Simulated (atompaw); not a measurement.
# What one change does to a pseudopotential (indium (In), PAW (atompaw))

atompaw 4.2.0.5 input, output lines left out:

```
In 49
LDA-PW scalarrelativistic loggrid 1500 logderivrange -8 5 326
5 5 4 0 0 0
5 1 0.5
0 0 0
c
c
c
c
v
c
c
v
v
c
v
2
2.05 1.55 1.60 2.00
y
-0.1
n
n
y
-1.3
n
custom rrkj vanderbiltortho sinc
bessel
2.05
2.05
1.60
2.05
1.45
2.05
```

All-electron outer shells of the reference configuration (LDA (PW92), scalar-relativistic, ld1.x):

```csv
shell,level (eV),outermost node (bohr),outermost maximum (bohr)
3d,-436.54,–,0.26
4s,-123.01,0.41,0.77
4p,-81.59,0.42,0.82
4d,-22.25,0.40,0.94
5s,-11.72,1.02,2.13
5p,-5.54,1.14,2.71
```

Change: wave 5s channel at -0.1 Ry: rc 2.05 bohr becomes 5s channel at -0.1 Ry: rc 1.96 bohr.

Cutoffs: the cutoffs (Ry, on a coarse ladder) from which the occupation-weighted sum of valence levels, in a spherical-Bessel basis at the reference potential, stays within 10 and 1 mRy of its value at 400 Ry; they do not see the model core or the augmentation charge, which bear on the density cutoff.

Task: What does the change do?

Result: The potential gets neither clearly harder nor softer (70 Ry and 110 Ry → 70 Ry and 110 Ry); the d channel sets the loose cutoff, while the largest relative change is in s, which becomes harder; the range in which the s phases agree widens (upper end 2.8 → at the end of the scan); neither file shows a bound ghost.

```tsv
quantity	base	changed
cutoff, loose	70 Ry	70 Ry
cutoff, tight	110 Ry	110 Ry
loose cutoff by channel (10 mRy a level)	s 6 Ry, p 30 Ry, d 45 Ry	s 8 Ry, p 30 Ry, d 45 Ry
bound ghosts	none	none
s: phases at 2.06 bohr within 0.05 rad from the reference energy up to (Ry; the scan ends near 5)	2.8	to the end of the scan
p: phases at 2.06 bohr within 0.05 rad from the reference energy up to (Ry; the scan ends near 5)	to the end of the scan	to the end of the scan
d: phases at 2.06 bohr within 0.05 rad from the reference energy up to (Ry; the scan ends near 5)	2.0	2.0
lowest overlap eigenvalue by channel	s 0.45, p 0.58, d 0.05	s 0.31, p 0.58, d 0.05
```

 The cutoffs see the waves, projectors and local potential, not the compensation charge or the core.
